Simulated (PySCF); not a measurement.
Computed shifts of a molecule C2H7BClN, B3LYP/pcSseg-1 (PySCF), GIAO, gas phase, atoms alike by connectivity averaged where their shifts nearly agree, in ppm (number of nuclei): ¹³C: 19.6 (1), 14.1 (1). ¹H: 4.28 (1), 4.17 (1), 1.58 (2), 1.48 (3). ¹⁵N: 109.5 (1). References: ¹¹B against BF3 (σ = 86.3 ppm); ³⁵Cl against HCl (σ = 933.3 ppm); ¹³C against TMS (σ = 181.3 ppm); ¹H against TMS (σ = 31.68 ppm); ¹⁵N against NH3 (σ = 265.5 ppm), references at their B3LYP-D3(BJ)/def2-TZVP geometries, non-relativistic (without spin–orbit terms, shifts of atoms bonded to Cl or Br come out too high). The structure is a stationary point at PBE-D3(BJ)/def2-SVP. The values are those of a single conformer.

Task: Which molecule gave these data?
A. CNB(C)Cl
B. CCB(N)Cl
C. CN(C)BCl

Result: B, CCB(N)Cl
